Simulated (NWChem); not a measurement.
System: CH₄F₂SSi; SMILES F[SiH](F)SC

```xyz
9

Si     0.0612    -0.7613     0.3100
F      1.4487    -1.0934    -0.4459
F     -0.9935    -1.9176    -0.0635
S     -0.7447     1.0591    -0.3787
C      0.6541     2.1416     0.0865
H      0.3539    -0.8069     1.7590
H      0.3720     3.1558    -0.2242
H      0.8222     2.1425     1.1728
H      1.5724     1.8497    -0.4400
```
Atoms are numbered in this order, from 1.

Structure relaxed at the PBE0/def2-SVP level.

Q: Give the principal values of the shielding tensors (ppm) of Si1, F2, F3, S4, C5 from Hartree-Fock/6-31G* (spherical d), GIAO (NWChem), with their diamagnetic and paramagnetic parts as GIAO splits them.

A: 
| atom | σ11 | σ22 | σ33 | isotropic | diamagnetic | paramagnetic |
|---|---|---|---|---|---|---|
| Si1 | 421.4 | 440.2 | 509.4 | 457.0 | 874.6 | -417.6 |
| F2 | 307.7 | 345.5 | 411.8 | 355.0 | 472.5 | -117.5 |
| F3 | 304.5 | 368.2 | 419.3 | 364.0 | 471.9 | -108.0 |
| S4 | 680.7 | 709.3 | 858.9 | 749.7 | 1056.3 | -306.6 |
| C5 | 184.4 | 190.5 | 203.8 | 192.9 | 253.8 | -60.9 |
